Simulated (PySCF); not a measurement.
CH₄Cd. Atoms are numbered in the order given.

```xyz
6

Cd     0.0000     0.0000    -0.3215
H      0.0000     0.0000    -2.0040
C      0.0000     0.0000     1.8110
H      0.8857     0.5114     2.1893
H      0.0000    -1.0227     2.1893
H     -0.8857     0.5114     2.1893
```

The structure is a stationary point at B3LYP-D3(BJ)/def2-TZVP. The def2 effective core potentials stand for the cores of Cd; spin–orbit coupling is left out.

All values below come from r2SCAN/def2-TZVPD (PySCF).

Isolated molecule, no solvent.

- total energy: -208.29509 hartree
- point group: C3v
- highest occupied level: -6.35 eV
- lowest empty level: -0.68 eV
- orbital gap: 5.67 eV
- dipole moment: 0.48 D
- quadrupole, principal values (traceless, Buckingham form, about the centre of nuclear charge): -7.40, 3.70, 3.70 D·Å
- mean static polarisability: 49.2 bohr³ (7.29 Å³)
- polarisability, principal values: 40.3, 40.3, 67.0 bohr³
